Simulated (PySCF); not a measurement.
## Mayer bond orders and bond lengths

Species: C6H8ClF.
Atom-mapped SMILES: `[CH2:1]=[C:2]([F:3])/[C:4](=[CH:5]\[Cl:6])[CH2:7][CH3:8]` (hydrogens: H9, H10 on C1; H11 on C5; H12, H13 on C7; H14, H15, H16 on C8)

Cartesian coordinates in Å at the GFN2-xTB level; atoms count from 1:
```xyz
16
C6H8ClF angstrom
C      1.741    1.156    0.567
C      1.451   -0.054    0.097
F      2.451   -0.727   -0.516
C      0.169   -0.747    0.151
C     -0.008   -2.051   -0.093
Cl     1.201   -3.206   -0.468
C     -1.046    0.091    0.467
C     -1.425    0.982   -0.716
H      1.019    1.763    1.075
H      2.734    1.552    0.456
H     -0.995   -2.486   -0.046
H     -1.882   -0.568    0.701
H     -0.851    0.705    1.346
H     -1.628    0.372   -1.593
H     -2.317    1.557   -0.481
H     -0.620    1.670   -0.958
```

Bond orders from the PBE0/pcSseg-1 density (PySCF). The structure is a single GFN2-xTB conformer in the gas phase; no vibrational or solvent corrections.

**Question.** Where do the orders between heavy atoms depart from those drawn in the SMILES?

**Answer.** The largest departure is 0.233, at C4–C5 (drawn double, 1.767).

**Question.** Give the Mayer order of every bond between heavy atoms, beside its length.

**Answer.** 
```csv
bond,drawn as,length (Å),Mayer order
C1–C2,double,1.329,1.889
C2–F3,single,1.353,0.951
C2–C4,single,1.459,1.028
C4–C5,double,1.338,1.767
C5–Cl6,single,1.713,1.082
C4–C7,single,1.509,1.045
C7–C8,single,1.529,1.036
```

Bonds between the same two heavy elements. C–C: lowest C2–C4 (1.028, 1.459 Å), highest C1–C2 (1.889, 1.329 Å).

**Question.** And the bonds to hydrogen?

**Answer.** C–H: 0.92 to 0.97 (8 bonds).

**Question.** Sum the orders of all bonds at each heavy atom with more than one neighbour and set the sums beside the valence in the SMILES.

**Answer.** C1 3.750 (drawn 4), C2 3.868 (drawn 4), C4 3.840 (drawn 4), C5 3.782 (drawn 4), C7 3.949 (drawn 4), C8 3.935 (drawn 4). Orders between atoms that aren't bonded are not in these sums.

Mayer orders depend on the basis set.

The run behind these numbers computed NMR shieldings as well. Time: 2.5 min wall, 71 s CPU; peak memory 0.83 GiB. Hardware: an Intel Xeon at 2.50 GHz with one thread, shared host.
